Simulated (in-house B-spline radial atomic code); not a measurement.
Configurations of Re II (Re+), with energies counted from [Xe] 4f14 (5d3/2)4 (5d5/2)1 6s1. Computed with a B-spline radial code for spherical atoms: Dirac-Hartree-Fock, average of each configuration as written, Fermi nucleus of rms radius 5.3698 fm. Energies include first-order Breit, QED and recoil terms.

Occupations are held fixed; configurations that lie above the ionisation limit could autoionise.

```tsv
configuration	E - E(ref) (eV)	highest orbital	its <r> (bohr)
[Xe] 4f14 (5d3/2)4 (5d5/2)2	0.86687	5d5/2	1.947
[Xe] 4f14 (5d3/2)3 (5d5/2)1 6s1 (10f7/2)1	16.513	10f7/2	56.96
[Kr] 4d10 4f14 5s2 (5p1/2)2 (5p3/2)3 (5d3/2)4 (5d5/2)1 6s1 (6f5/2)1	55.585	6f5/2	15.15
[Kr] 4d10 4f14 5s2 (5p1/2)2 (5p3/2)3 (5d3/2)1 (5d5/2)4 (5g7/2)1 6s1	60.632	5g7/2	13.74
[Kr] (4d3/2)3 (4d5/2)6 4f14 5s2 5p6 (5d5/2)5 6s1 (6f7/2)1	295.84	6f7/2	15.19
```

**Question.** Order these further configurations by energy, lowest first.
A. [Xe] 4f14 (5d5/2)5 6s1
B. [Xe] 4f14 (5d3/2)3 (5d5/2)2 6s1
C. [Xe] (4f5/2)5 (4f7/2)8 (5d3/2)2 (5d5/2)3 6s1 (6p3/2)1
D. [Kr] 4d10 4f14 5s2 (5p1/2)1 (5p3/2)4 (5d3/2)3 (5d5/2)2 6s1 (7g9/2)1
E. [Xe] 4f14 (5d3/2)1 (5d5/2)4 6s1

**Answer.** B (1.1337 eV), E (2.6483 eV), A (3.0251 eV), C (51.046 eV), D (71.346 eV).

**Question.** How far above the reference does [Xe] (4f5/2)5 (4f7/2)8 (5d3/2)1 (5d5/2)4 6s1 (6f7/2)1 lie?

**Answer.** 59.97 eV; its least bound orbital is 6f7/2 with <r> = 15.23 bohr.
